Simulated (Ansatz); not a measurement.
Reaction: CH6BN (SMILES BNC) → CH5BN (SMILES [BH]NC, doublet) + H (doublet) (the B-H bond breaks)
Each species at its own B3LYP-D3(BJ)/def2-TZVP minimum (Ansatz, a quantum-chemistry and plane-wave program).

Total energies in hartree (Ansatz). Open shells are spin-unrestricted; no spin-orbit coupling. Cores are frozen in correlated methods. No relativity. Where a partner has so few electrons that a lower coupled-cluster level is exact, that level stands in.

```csv
species,HF/cc-pVTZ,CCSD(T)/cc-pVTZ,HF/cc-pVQZ,CCSD(T)/cc-pVQZ,CCSD(T)/cc-pVDZ,CCSDT(Q)/cc-pVDZ
1: CH6BN (SMILES BNC),-120.56406,-121.11789,-120.57260,-121.15459,-120.98767,-120.98925
"2: CH5BN (SMILES [BH]NC, doublet)",-119.92310,-120.44171,-119.93148,-120.47726,-120.31740,-120.31906
3: H (doublet),-0.49981,-0.49981,-0.49995,-0.49995,-0.49928,-0.49928
```

Problem. Work out the bond dissociation energy (electronic) in kcal/mol: take Hartree-Fock from cc-pVQZ, extrapolate the CCSD(T) correlation energy as X^-3 (X = 3, 4), and add CCSDT(Q) - CCSD(T) in cc-pVDZ. 1 hartree = 627.51 kcal/mol.

Solution. 
Species 1: correlation (64·(-0.58199) - 27·(-0.55383))/37 = -0.60254; step -0.00158; E1 = -120.57260 + (-0.60254) + (-0.00158) = -121.17672
Species 2: correlation (64·(-0.54578) - 27·(-0.51861))/37 = -0.56561; step -0.00166; E2 = -119.93148 + (-0.56561) + (-0.00166) = -120.49875
Species 3: correlation (64·(0.00000) - 27·(0.00000))/37 = 0.00000; step +0.00000; E3 = -0.49995 + (0.00000) + (+0.00000) = -0.49995
-1·E1 +1·E2 +1·E3 = 0.17802 hartree = 111.7 kcal/mol.
